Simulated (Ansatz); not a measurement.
The cluster VO₂. Charge 0, multiplicity 2. Geometry PBE-D4/def2-TZVP.

Cartesian coordinates in Å:
```
V -0.7240 -0.7773 0.2847
O 0.8840 -0.0971 -0.1412
O -0.1600 0.8744 -0.1436
```

The 6-31G sets use Cartesian d functions. LC-ωPBE has ω = 0.4 bohr⁻¹. B3LYP takes the VWN-RPA correlation. The structure holds one bond between oxygen atoms, so isomers without such links may lie far lower. At HF/def2-TZVP, BLYP-D4/def2-TZVP, B3LYP-D4/6-31G, PBE0-D4/def2-TZVPD and others the charge 0 doublet is spin-contaminated (final ⟨S²⟩ up to 1.87, 0.75 for a pure state). At PBE0-D4/def2-TZVP a quartet of charge 0 lies 0.73 eV below the doublet, each at its own geometry. The structure comes from a short search, and lower isomers may exist.

Question: Estimate the α-spin orbital energies around the gap (eV) in Ansatz with HF/def2-TZVP, BLYP-D4/def2-TZVP, B3LYP-D4/6-31G, PBE0-D4/def2-TZVPD, LC-ωPBE/def2-TZVP.

Answer: 
```json
{"orbital": "HOMO−5", "HF/def2-TZVP": "-16.93", "BLYP-D4/def2-TZVP": "-10.19", "B3LYP-D4/6-31G": "-11.63", "PBE0-D4/def2-TZVPD": "-11.86", "LC-ωPBE/def2-TZVP": "-14.17"}
{"orbital": "HOMO−4", "HF/def2-TZVP": "-15.66", "BLYP-D4/def2-TZVP": "-10.00", "B3LYP-D4/6-31G": "-11.43", "PBE0-D4/def2-TZVPD": "-11.67", "LC-ωPBE/def2-TZVP": "-14.01"}
{"orbital": "HOMO−3", "HF/def2-TZVP": "-14.54", "BLYP-D4/def2-TZVP": "-7.37", "B3LYP-D4/6-31G": "-8.54", "PBE0-D4/def2-TZVPD": "-8.69", "LC-ωPBE/def2-TZVP": "-10.84"}
{"orbital": "HOMO−2", "HF/def2-TZVP": "-14.28", "BLYP-D4/def2-TZVP": "-5.83", "B3LYP-D4/6-31G": "-6.99", "PBE0-D4/def2-TZVPD": "-7.17", "LC-ωPBE/def2-TZVP": "-9.36"}
{"orbital": "HOMO−1", "HF/def2-TZVP": "-12.32", "BLYP-D4/def2-TZVP": "-4.63", "B3LYP-D4/6-31G": "-6.85", "PBE0-D4/def2-TZVPD": "-7.04", "LC-ωPBE/def2-TZVP": "-9.22"}
{"orbital": "HOMO", "HF/def2-TZVP": "-11.39", "BLYP-D4/def2-TZVP": "-4.30", "B3LYP-D4/6-31G": "-6.46", "PBE0-D4/def2-TZVPD": "-6.59", "LC-ωPBE/def2-TZVP": "-8.43"}
{"orbital": "LUMO", "HF/def2-TZVP": "-0.09", "BLYP-D4/def2-TZVP": "-3.37", "B3LYP-D4/6-31G": "-3.24", "PBE0-D4/def2-TZVPD": "-2.84", "LC-ωPBE/def2-TZVP": "-0.33"}
{"orbital": "LUMO+1", "HF/def2-TZVP": "1.57", "BLYP-D4/def2-TZVP": "-3.27", "B3LYP-D4/6-31G": "-2.51", "PBE0-D4/def2-TZVPD": "-2.09", "LC-ωPBE/def2-TZVP": "0.92"}
{"orbital": "LUMO+2", "HF/def2-TZVP": "2.30", "BLYP-D4/def2-TZVP": "-2.91", "B3LYP-D4/6-31G": "-2.08", "PBE0-D4/def2-TZVPD": "-1.68", "LC-ωPBE/def2-TZVP": "1.29"}
{"orbital": "LUMO+3", "HF/def2-TZVP": "2.35", "BLYP-D4/def2-TZVP": "-2.44", "B3LYP-D4/6-31G": "-1.94", "PBE0-D4/def2-TZVPD": "-1.63", "LC-ωPBE/def2-TZVP": "1.48"}
{"orbital": "LUMO+4", "HF/def2-TZVP": "4.00", "BLYP-D4/def2-TZVP": "-0.08", "B3LYP-D4/6-31G": "-0.21", "PBE0-D4/def2-TZVPD": "0.03", "LC-ωPBE/def2-TZVP": "3.75"}
{"orbital": "LUMO+5", "HF/def2-TZVP": "4.60", "BLYP-D4/def2-TZVP": "0.83", "B3LYP-D4/6-31G": "0.35", "PBE0-D4/def2-TZVPD": "0.66", "LC-ωPBE/def2-TZVP": "4.18"}
{"orbital": "β HOMO", "HF/def2-TZVP": "-7.22", "BLYP-D4/def2-TZVP": "-4.02", "B3LYP-D4/6-31G": "-4.92", "PBE0-D4/def2-TZVPD": "-5.12", "LC-ωPBE/def2-TZVP": "-8.01"}
{"orbital": "β LUMO", "HF/def2-TZVP": "1.61", "BLYP-D4/def2-TZVP": "-2.94", "B3LYP-D4/6-31G": "-2.07", "PBE0-D4/def2-TZVPD": "-2.11", "LC-ωPBE/def2-TZVP": "-0.07"}
```
